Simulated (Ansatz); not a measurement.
`CC[O][InH][CH3]` + HCl → `[CH3][InH][Cl]` + `CCO` at 500 K and 1 bar (ligand exchange at the In–O bond).

Gas-phase electronic energies from Ansatz, PBE0-D4/def2-TZVP geometries. CCSD(T)/CBS adds triple-zeta CCSD(T) − MP2 to the extrapolated MP2 energy (def2 sets, frozen cores). This one scheme is used for every species. Elements past krypton have def2 core potentials. For In outer-core shells are correlated without core-valence functions, which leaves a few kJ/mol of doubt a bond. Each species was taken in one conformer, which may not be the lowest.

| species | CCSD(T)/CBS energy (Eh) | H − E (kJ/mol) | S (J/(mol·K)) |
| --- | --- | --- | --- |
| `CC[O][InH][CH3]` | -384.55850 | 347.9 | 476.5 |
| HCl | -460.38127 | 32.5 | 201.9 |
| `[CH3][InH][Cl]` | -690.09240 | 147.8 | 388.1 |
| `CCO` | -154.88256 | 240.4 | 310.3 |

H − E and S are ideal-gas, rigid-rotor, harmonic terms from PBE0-D4/def2-TZVP, for one conformer and one mirror image of each species. 1 Eh = 2625.50 kJ/mol, R = 8.31446 J/(mol·K).

Problem. By hand: ΔE, ΔH, ΔS and ΔG.

Solution. ΔE = (-690.09240) + (-154.88256) − (-384.55850) − (-460.38127) = -0.03519 Eh = -92.4 kJ/mol. Δ(H − E) = 147.8 + 240.4 − 347.9 − 32.5 = 7.8, so ΔH = -84.6 kJ/mol. ΔS = 388.1 + 310.3 − 476.5 − 201.9 = 20.0 J/(mol·K). ΔG = -84.6 − 500 × (20.0)/1000 = -94.6 kJ/mol.

Problem. By hand: the equilibrium constant, and the temperature at which ΔG would vanish if ΔH and ΔS stayed fixed.

Solution. log₁₀ K = −ΔG/(RT ln 10) = 9.9. ΔH and −TΔS have one sign here, so there is no such temperature.

ΔH outweighs TΔS. A doubt of 5 kJ/mol in ΔE shifts log₁₀ K by 0.5 here. Other conformers and mirror images would add mixing entropy, several J/(mol·K) or more a flexible species. Modes under 60 cm⁻¹, often nearly free rotors, make the harmonic entropy too high. These are equilibria of isolated gas molecules and say nothing of rates. Largest T1 diagnostic: 0.015 (customary marks: 0.02 for closed shells, 0.045 for open ones).
